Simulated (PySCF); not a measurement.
Electrostatic solvation of a mixed set.

Level: CAM-B3LYP/def2-SVPD in PySCF, non-relativistic, each on one gas-phase PBE0-D3(BJ)/def2-SVP geometry that isn't relaxed in the solvent. The solvent is an IEF-PCM continuum (Bondi radii, 1.10 Å for H, scaled by 1.2). Only the electrostatic response of the medium enters.

Question: Order them by E(solvent) − E(gas) in benzene (ε = 2.271), most negative first (kcal/mol).
A. `[F:1][CH:2]([F:3])[O:4][C@H:5]1[CH2:6][CH2:7][SiH2:8][O:9]1` with F1–C2–O4–C5 -77°, C2–O4–C5–C6 177°, O4–C5–C6–C7 76°, C5–C6–C7–Si8 33°, C6–C7–Si8–O9 -15°, C7–Si8–O9–C5 -8°
B. `[F:1][CH:2]([F:3])[CH:4]1[CH2:5][O:6][SiH2:7][O:8][CH2:9]1` with F1–C2–C4–C5 63°, C2–C4–C5–O6 178°, C4–C5–O6–Si7 50°, C5–O6–Si7–O8 -39°, O6–Si7–O8–C9 39°
C. `[O:1]=[C:2]([O:3][SiH3:4])[CH:5]([CH2:6][F:7])[CH2:8][F:9]` with O1–C2–O3–Si4 -1°, O1–C2–C5–C6 7°, C2–C5–C6–F7 -175°, C2–C5–C8–F9 -59°

Answer: C (-3.0), B (-2.6), A (-2.3).

```tsv
SMILES	charge	ΔE (kcal/mol)	polarisation term (kcal/mol)	HOMO shift (eV)	dipole gas (D)	dipole solvent (D)	atoms	lowest singlet, gas (eV)	lowest singlet, solvent (eV)
O=C(O[SiH3])C(CF)CF	0	-3.0	-3.1	+0.03	2.63	2.94	17	5.87	5.91
FC(F)C1CO[SiH2]OC1	0	-2.6	-2.8	+0.09	1.25	1.44	17	7.51	7.48
FC(F)O[C@H]1CC[SiH2]O1	0	-2.3	-2.4	+0.13	3.17	3.47	17	7.56	7.57
```

The polarisation term is half the interaction of the solute with the induced surface charges. Singlets are vertical TDDFT energies (frozen core, non-equilibrium response), the lowest in each medium.
